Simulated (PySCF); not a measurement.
# Tc³⁹⁺ (technetium, charge +39): Hartree-Fock from Schrödinger to Dirac-Coulomb-Breit

Occupied: 1s1/2, 2s1/2. Hartree-Fock calculated with PySCF 2.14 in an uncontracted even-tempered set (19 s from 5.9 bohr⁻², ratio 2.3; 14 p from 7.1 bohr⁻², ratio 2.3), Gaussian nucleus throughout. NR is non-relativistic, sf-X2C the spin-free one-electron X2C Hamiltonian, X2C adds the bare one-electron spin-orbit term, X2C-SNSO screens it by Boettger's factors, DC is four-component Dirac-Coulomb, and the Gaunt and Breit terms are added at first order (total energies over the DC spinors, levels after relaxing the spinors in that mean field). QED terms are absent. Levels marked empty are virtual spinors of this ion.

| Hamiltonian | E (hartree) | E − E(DC) (hartree) | CPU seconds |
| --- | --- | --- | --- |
| NR | -2244.4678 | 60.0876 | 0.47 |
| sf-X2C | -2303.9240 | 0.6314 | 0.28 |
| X2C | -2303.9240 | 0.6314 | 0.28 |
| X2C-SNSO | -2303.9240 | 0.6314 | 0.28 |
| DC | -2304.5554 | 0.0000 | 5.8 |
| DC+Gaunt | -2303.2456 | 1.3097 | 9.7 |
| DC+Breit | -2303.2715 | 1.2838 | 83 |

Problem. Give the 2p spin-orbit interval with each Hamiltonian that has one.

Solution. X2C 142.5; X2C-SNSO 135.7; DC 136.7; DC+Gaunt 134.0; DC+Breit 134.0 (eV).

```csv
level (eV),NR,sf-X2C,X2C,X2C-SNSO,DC,DC+Gaunt,DC+Breit
1s1/2,-23980.2,-24568.5,-24568.5,-24568.5,-24583.8,-24552.4,-24552.7
2s1/2,-5660.3,-5835.7,-5835.7,-5835.7,-5837.3,-5833.8,-5834.2
2p1/2 (empty),-5420.0,-5485.9,-5583.5,-5578.7,-5580.0,-5573.6,-5574.5
2p3/2 (empty),-5420.0,-5485.9,-5441.0,-5443.0,-5443.3,-5439.6,-5440.5
3s1/2 (empty),-2392.8,-2451.0,-2451.0,-2451.0,-2451.4,-2450.4,-2450.6
```

Weight of the small component: 1s1/2 0.0249, 2s1/2 0.00582, 2p1/2 0.00571, 2p3/2 0.00556, 3s1/2 0.00242.

Koopmans' value for the highest occupied level at DC+Breit: 5834.2 eV, against an ionisation energy of 5838 ± 6 eV (semi-empirical (NIST evaluation); NIST Atomic Spectra Database, ionization energies); the former lacks relaxation, correlation, QED and recoil.

The whole ladder took 100 s of wall time on 1 thread of Neoverse-N1 (shared host), launched as `OMP_NUM_THREADS=1 python relrun2.py TASK.json OUT` (a driver that calls PySCF for each Hamiltonian).

Dirac-Coulomb iterations, started from the X2C spinors:

```
with_ssss True, with_gaunt False, with_breit False
light speed = 137.03599967994
init E= -2297.51565955216
cycle= 1 E= -2304.55533447432  delta_E= -7.04  |g|= 0.617  |ddm|= 0.0436
cycle= 2 E= -2304.55536606467  delta_E= -3.16e-05  |g|= 0.00156  |ddm|= 0.000428
cycle= 3 E= -2304.55536606542  delta_E= -7.57e-10  |g|= 5.05e-06  |ddm|= 8.12e-06
```
